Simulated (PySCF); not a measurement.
Molecule: SMILES F[C@H]1CC=NCC1, C5H8FN.

Cartesian coordinates in Å; atom numbers follow the order of the lines, from 1:
```xyz
15

F    -0.1534   -2.4254    0.2238
C    -0.0216   -1.0638    0.4441
C     1.2911   -0.5699   -0.1504
C     1.2865    0.9325   -0.2367
N     0.2996    1.6979   -0.1291
C    -1.0208    1.1800    0.0923
C    -1.1831   -0.3162   -0.1943
H    -0.0313   -0.9379    1.5348
H     2.1447   -0.9065    0.4412
H     1.4069   -0.9822   -1.1577
H     2.2478    1.4030   -0.4129
H    -1.6976    1.7642   -0.5375
H    -1.2770    1.4033    1.1340
H    -2.1326   -0.6798    0.1982
H    -1.1636   -0.4912   -1.2718
```

Frames of a GFN2-xTB Langevin trajectory at 600 K; GIAO PBE0/pcSseg-1 shieldings in PySCF 2.14, gas phase, non-relativistic; equivalent atoms averaged within each frame.

Scale: $^{19}$F (σ = 170.95 ppm) against CFCl3; TMS for $^{13}$C (σ = 186.93 ppm) and $^{1}$H (σ = 31.72 ppm); $^{15}$N (σ = 267.73 ppm) vs NH3 (reference shieldings calculated alike). The references are static minima.

Question: How do the shifts (ppm) fluctuate along the trajectory?

Answer: 
```csv
time (fs),F1,C4,C2,C6,C3,C7,N5,H11,H8,H13
250,-131.7,169.0,104.9,53.0,46.4,32.8,399.8,7.90,5.40,4.39
425,-124.2,166.1,91.8,58.0,36.3,44.9,424.5,8.01,4.86,5.96
625,-206.0,170.5,85.6,49.2,43.2,37.7,391.5,7.75,5.61,4.56
800,-195.3,180.2,84.4,58.7,42.2,28.9,423.8,8.33,4.67,5.55
1000,-214.4,162.1,77.5,51.0,44.6,21.2,385.8,8.81,3.10,3.41
mean of frames,-174.3,169.6,88.8,54.0,42.5,33.1,405.1,8.16,4.73,4.78
standard deviation,42.9,6.8,10.3,4.2,3.8,8.9,18.1,0.42,0.99,1.01
```

5 frames give an uncertainty of the mean of about the standard deviation over 2.2 at best, since frames this close in time may not be independent; classical motion lacks zero-point vibration, and the reference would need the same averaging.
